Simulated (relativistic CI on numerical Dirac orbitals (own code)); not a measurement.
**Radial parameters of Rh⁴⁺**

Calculated at this level of theory: Dirac-Coulomb-Breit CI, orbitals from a KLI potential per configuration, QED by a radiative potential, valence Slater integrals scaled by 0.85, P86 correlation energy added to each configuration (own radial code, finite nucleus).

Slater integrals F^k, G^k are unscaled and averaged over j, outside the closed core [Ar] 3d10; ζ comes from projecting the Hamiltonian with its Breit term on Σ l·s of the shell.

- 4s2 4p6 4d5: F^2(4d,4d) = 77220, F^4(4d,4d) = 51030, ζ(4d) = 1514.5 cm⁻¹; <r>(4d) = 1.309, <r^2>(4d) = 1.994 (bohr units).
- 4s2 4p6 4d4 5s: F^2(4d,4d) = 78867, F^4(4d,4d) = 52215, ζ(4d) = 1617.3, G^2(4d,5s) = 17019 cm⁻¹; <r>(4d) = 1.283, <r^2>(4d) = 1.915, <r>(5s) = 2.276, <r^2>(5s) = 5.789 (bohr units).
- 4s2 4p6 4d4 4f: F^2(4d,4d) = 79065, F^4(4d,4d) = 52364, ζ(4d) = 1631.9, F^2(4d,4f) = 33736, F^4(4d,4f) = 19206, G^1(4d,4f) = 35097, G^3(4d,4f) = 20726, G^5(4d,4f) = 14320, ζ(4f) = -43.772 cm⁻¹; <r>(4d) = 1.28, <r^2>(4d) = 1.907, <r>(4f) = 2.757, <r^2>(4f) = 9.011 (bohr units).

Question: Give the Racah parameters of the d shell in 4s2 4p6 4d5.

Answer: B = F²/49 − 5F⁴/441 = 997 cm⁻¹ and C = 35F⁴/441 = 4050 cm⁻¹; values fitted to spectra at such low charge are typically 15 to 30 % smaller.

In this model ζ of a weakly bound d, f or g electron outside closed shells comes out too small, for d by up to a factor of two or three and at times with the wrong sign; that of an outer p electron is too small as well.

Averages of the first 10 configurations, taken without configuration mixing, which lowers the lowest level and can move excited configurations by several eV; other configurations of the list can lie among them:

| Configuration | Parity | States | Average energy above the lowest level (eV) |
| --- | --- | --- | --- |
| 4s2 4p6 4d5 | even | 252 | 5.5 |
| 4s2 4p6 4d4 5s | even | 420 | 21.4 |
| 4s2 4p6 4d4 4f | odd | 2940 | 44.0 |
| 4s2 4p6 4d4 5p | odd | 1260 | 29.7 |
| 4s2 4p5 4d6 | odd | 1260 | 57.4 |
| 4s2 4p6 4d4 5d | even | 2100 | 41.1 |
| 4s2 4p6 4d4 6s | even | 420 | 43.5 |
| 4s2 4p6 4d4 6p | odd | 1260 | 46.8 |
| 4s2 4p6 4d3 5s 5p | odd | 1440 | 47.8 |
| 4s2 4p6 4d4 6d | even | 2100 | 51.8 |
